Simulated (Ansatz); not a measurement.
Ansatz results at the PBE0-D4/def2-TZVP geometry: HOMO–LUMO gap (PBE0/def2-TZVPP) 5.61 eV; LUMO energy (ωB97M-V/def2-TZVPP) 1.08 eV; HOMO energy (B3LYP/def2-TZVPP) -5.72 eV.

Each molecule was computed in one conformer, which needn't be the lowest.

Problem. Which molecule gave them?
A. `C=C(F)[NH][SnH3]`
B. `C=[C](N)[SnH2][F]`
C. `F[SiH]1[SiH2][SiH2]1`
D. `O[SiH2][SiH2]O[SiH3]`

Solution. A. The others give `F[SiH]1[SiH2][SiH2]1`: 5.40, 0.23, -6.88; `O[SiH2][SiH2]O[SiH3]`: 6.63, 0.80, -7.39; `C=[C](N)[SnH2][F]`: 5.69, 0.88, -6.17.

B3LYP here is the variant with VWN-RPA as its local correlation; programs differ in this.
